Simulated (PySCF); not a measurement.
Excitations are Tamm–Dancoff values on a coarser integration grid. The basis has no diffuse functions, so Rydberg states are missing or too high.

Cartesian coordinates (Å):
```xyz
12

N     -0.4836     2.0553     0.0310
Ga    -0.0784     0.2802    -0.0051
Si     2.2452    -0.2298    -0.3333
Si    -1.9478    -1.1994     0.2829
H     -1.4139     2.4216     0.1600
H      0.1945     2.7937    -0.0763
H      3.0758     0.9993    -0.4721
H      2.7855    -1.0153     0.8110
H      2.4425    -1.0513    -1.5600
H     -3.2290    -0.4589     0.4559
H     -2.1003    -2.1011    -0.8928
H     -1.7609    -2.0675     1.4787
```
Charge 0, spin multiplicity 1.

**Question.** What S1–T1 gap (TDA), brightest of the four lowest singlets (TDA) and total energy does r2SCAN-D4/def2-TZVP in PySCF give?

**Answer.** 
```
Item                                                 Value
-------------------------------------------  -------------
S1–T1 gap (TDA)                                    0.72 eV
brightest of the four lowest singlets (TDA)        5.37 eV
total energy                                 -2563.3654 Ha
```
